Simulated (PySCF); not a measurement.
**Field gradients at the hydrogen positions**

Compound: C₆H₁₄Si.
Structure used (GFN2-xTB), in Å, numbered top down from 1:
```
atom  x, y, z in Å
Si1    2.9159    0.4057    0.2685
C2     1.4579   -0.8142    0.2448
C3     0.1590   -0.2289   -0.2935
C4    -0.3970    0.9240    0.5438
C5    -1.8849    1.0115    0.1725
C6    -2.2385   -0.3348   -0.4888
C7    -1.0076   -1.2199   -0.2923
H8     4.1347   -0.3345    0.6033
H9     3.0655    1.0241   -1.0507
H10    2.6962    1.4500    1.2709
H11    1.7249   -1.6811   -0.3646
H12    1.2823   -1.1924    1.2550
H13    0.3192    0.1205   -1.3194
H14    0.1297    1.8588    0.3569
H15   -0.2853    0.6797    1.6019
H16   -2.0612    1.8328   -0.5222
H17   -2.4972    1.1918    1.0557
H18   -3.1333   -0.7804   -0.0558
H19   -2.4220   -0.1919   -1.5543
H20   -0.9144   -1.9808   -1.0667
H21   -1.0529   -1.7230    0.6761
```

Level: PBE0/pcSseg-1 (PySCF, non-relativistic); Q(2H) = 0.00286 b; rigid geometry, the same for H and D, with no vibrational averaging.

**Question.** Rank these positions by the coupling χzz of a deuteron there, largest first.
A. H13 (methine hydrogen)
B. H9 (Si–H hydrogen)
C. H18 (methylene hydrogen)
D. H15 (methylene hydrogen)

**Answer.** C (209 kHz), D (205 kHz), A (199 kHz), B (110 kHz).

**Question.** Give the electric field gradient Vzz (the principal value of largest size), its asymmetry and the 2H coupling at each hydrogen.

**Answer.** 
```tsv
atom	bonded to	bond length (Å)	Vzz (au)	η	χzz (kHz)
H8	Si1	1.465	0.1628	0.00	109
H9	Si1	1.465	0.1632	0.01	110
H10	Si1	1.464	0.1633	0.00	110
H11	C2	1.093	0.3095	0.02	208
H12	C2	1.093	0.3090	0.03	208
H13	C3	1.096	0.2960	0.02	199
H14	C4	1.089	0.3119	0.02	210
H15	C4	1.092	0.3050	0.02	205
H16	C5	1.090	0.3090	0.01	208
H17	C5	1.090	0.3103	0.01	209
H18	C6	1.089	0.3117	0.01	209
H19	C6	1.091	0.3074	0.01	207
H20	C7	1.090	0.3120	0.00	210
H21	C7	1.092	0.3046	0.01	205
```

**Question.** Average by the element that carries the hydrogen.

**Answer.** on Si: 110 kHz over 3 positions, mean bond length 1.465 Å; on C: 207 kHz over 11 positions, mean bond length 1.091 Å.

**Question.** A static deuteron (I = 1) shows a doublet split by (3/2)χ, (3/4)χ(1 + η) and (3/4)χ(1 − η) with the field along z, y and x of the gradient. What are these for H11?

**Answer.** With |χ| = 208.0 kHz and η = 0.023: 312, 160 and 152 kHz, to first order and without motion.

Isolated species at its GFN2-xTB geometry (one conformer only). GFN2-xTB bond lengths can be off by several hundredths of an ångström, more for odd bonds, and the gradients follow them. A larger basis could move these couplings by a tenth or more.

These values come from a run that also computed NMR shieldings. Hardware: one thread of an Arm Neoverse V2, on a shared host. Cost: 32 s wall (grids of density and orbitals included), 1.0 GiB resident at most.
